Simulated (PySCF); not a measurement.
**LaSF at several levels of theory**

Computed with PySCF 2.14.0 (density fitting, no spin-orbit coupling) at the geometry relaxed with PBE0:

```xyz
3
LaSF (singlet)
La   -0.2018    0.0000   -0.4956
S     1.8163    0.0000    0.8552
F    -1.9002    0.0000    0.7614
```

```
 level                                              basis    state  HOMO (eV)  gap (eV)  charge on La1 (e)  population of f-type functions on La1 (polarisation alone where 4f lies in the core)  dipole about the centre of mass (D)  largest force component (eV/Å)
  PBE0  La lcecp-1-SVP with ECP46, S def2-SVP, F def2-SVP  singlet      -5.81      3.52               0.86                                                                                  0.07                                 8.58                            0.01
 M06-L                                           the same  singlet      -4.76      2.72               0.98                                                                                  0.07                                 8.65                            0.27
r2SCAN                                           the same  singlet      -4.96      2.54               0.85                                                                                  0.07                                 8.42                            0.36
```

In the lcecp rows the 4f levels are missing from HOMO and gap, and the state counts the valence alone.

Charges are Mulliken's, which hang on the basis. The relaxation used the grid (50, 194), these runs (75, 302) or, all-electron (x2c bases, spin-free X2C Hamiltonian), (99, 590).

What does PBE0 with La lcecp-1-TZVP with ECP46, S def2-TZVP, F def2-TZVP give here?

state singlet, HOMO (eV) -5.83, gap (eV) 3.55, charge on La1 (e) 1.19, population of f-type functions on La1 (polarisation alone where 4f lies in the core) 0.10, dipole about the centre of mass (D) 8.85, largest force component (eV/Å) 0.15. Time: 4.5 s on 2 threads of Arm Neoverse V2, with other jobs on the host, from free ions and atoms.

In the first row's basis the gap widens with exact exchange: 2.5 to 2.7 eV for r2SCAN, M06-L (none); 3.5 eV for PBE0 (a fixed share).
